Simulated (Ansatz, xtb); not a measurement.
Breaking the In1–I4 bond in H2IIn (SMILES [InH2][I]) (multiplicity 1 held, fragments rigid). Energies count from the point at 2.700 Å.
Geometry at that point (charge 0, multiplicity 1):
```xyz
4

In    -0.726    -1.136     0.200
H     -0.070    -2.174     1.394
H     -2.119    -1.247    -0.793
I      0.713     1.114    -0.196
```

R- and RO- levels are restricted; in cc, def2 and unpolarised 6-31G sets they are followed outwards from rest. U- levels take the lowest unrestricted solution at each point, which mixes spins at long bonds. Active spaces are followed from a long bond inwards. Left out are points that failed, MP2 points in a non-variational dive below the minimum, coupled-cluster points behind a sign of a changed root (a jump of the amplitudes, or a one-step jump against full CI or MRCI), small-basis points behind a change of solution, and semi-empirical points at long bonds. Levels need not reach the same state.

Correlated levels freeze the cores. Filled d and f shells under p-block atoms count as core.

Programs: Ansatz (Gaussian basis) for Hartree–Fock, density functionals and correlated methods; xtb for the GFN methods. Each number belongs to the level named beside it. In def2 rows elements past Kr take small-core potentials, without spin–orbit coupling. The GFN methods have no spin term and hold the electronic entropy of 300 K.

Energies in kcal/mol.

```tsv
R (Å)	GFN2-xTB	R-PBE/def2-TZVPP	U-r2SCAN/def2-TZVPP	R-wB97X-V/def2-TZVPP	FIC-MRCISD+Q on CASSCF(6,4)/def2-TZVPP
2.160	131.5	58.3	56.3	___	64.9
2.430	14.8	9.7	8.7	___	11.5
2.700	0.0	0.0	0.0	0.0	0.0
2.970	7.7	5.3	6.4	___	5.1
3.240	20.6	15.5	17.7	19.9	16.0
3.645	39.6	31.9	35.4	39.7	34.0
4.050	54.2	45.7	50.3	57.1	49.8
4.725	68.1	61.3	64.3	79.1	68.0
5.400	73.9	69.9	70.0	94.0	75.1
6.210	76.6	75.1	72.9	105.4	76.8
7.290	77.9	78.0	left out	114.4	77.2
8.640	left out	79.5	74.8	120.8	77.3
```

### Question
Some entries are withheld; supply them.

### Answer

- 2.430, R-wB97X-V/def2-TZVPP: 7.9
- 2.160, R-wB97X-V/def2-TZVPP: 55.4
- 2.970, R-wB97X-V/def2-TZVPP: 7.4

Doubts at one or more of the structures used: a restricted determinant that unrestricted orbitals would lower (R-PBE/def2-TZVPP, R-wB97X-V/def2-TZVPP); a spin-contaminated determinant (U-r2SCAN/def2-TZVPP); active orbitals that take no part (FIC-MRCISD+Q on CASSCF(6,4)/def2-TZVPP).

Ansatz is a first-principles code.
